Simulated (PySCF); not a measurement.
C3H7NSi, SMILES C1(CCN=1)[SiH3]. Geometry: PBE0-D3(BJ)/def2-SVP. The structure was generated by enumeration, and PubChem lists no compound with its InChIKey, so it may never have been made.

Computed equilibrium geometry at PBE0-D3(BJ)/def2-SVP (PySCF confirms it by a frequency run) as bond lengths and angles, and its point group:
point group Cs.
Atoms: Si1 C2 N3 C4 C5 H6 H7 H8 H9 H10 H11 H12. Bonded distances (Å): Si1–C2 1.888, Si1–H6 1.495, Si1–H7 1.489, Si1–H8 1.495, C2–N3 1.293, C2–C5 1.511, N3–C4 1.476, C4–C5 1.545, C4–H9 1.102, C4–H10 1.102, C5–H11 1.102, C5–H12 1.102. Angles (°): C2–Si1–H6 109.4, C2–Si1–H7 109.6, C2–Si1–H8 109.4, H6–Si1–H7 110.3, H6–Si1–H8 108.0, H7–Si1–H8 110.3, Si1–C2–N3 126.3, Si1–C2–C5 135.3, N3–C2–C5 98.4, C2–N3–C4 91.3, N3–C4–C5 89.5, N3–C4–H9 112.7, N3–C4–H10 112.7, C5–C4–H9 116.3, C5–C4–H10 116.3, H9–C4–H10 108.3, C2–C5–C4 80.9, C2–C5–H11 116.0, C2–C5–H12 116.0, C4–C5–H11 116.6, C4–C5–H12 116.6, H11–C5–H12 108.8.
Charge 0, spin multiplicity 1.
